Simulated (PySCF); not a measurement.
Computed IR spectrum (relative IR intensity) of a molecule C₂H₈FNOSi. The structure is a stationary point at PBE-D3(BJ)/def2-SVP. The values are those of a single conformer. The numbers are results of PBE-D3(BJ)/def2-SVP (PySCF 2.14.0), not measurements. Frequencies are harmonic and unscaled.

Lines under 2 % of the strongest are left out, and lines within 2 cm⁻¹ are merged.

```csv
ν (cm⁻¹),relative intensity
161,5.9
197,2.9
213,37
232,18
288,4.3
310,25
332,13
358,40
372,47
631,5.3
674,5.6
747,11
807,73
829,80
889,100
917,24
950,14
968,40
1022,15
1224,7.4
1377,2.8
1426,3.4
1431,2.1
1483,37
2964,16
2976,6.3
3045,15
3057,10
3510,13
3609,15
3775,44
```

Pick the molecule that these values belong to.
A) CC[Si@](N)(O)F
B) CN(C)[Si@H](O)F
C) C[Si@@](O)(F)CN
D) CO[Si@@H](N)CF

A, CC[Si@](N)(O)F
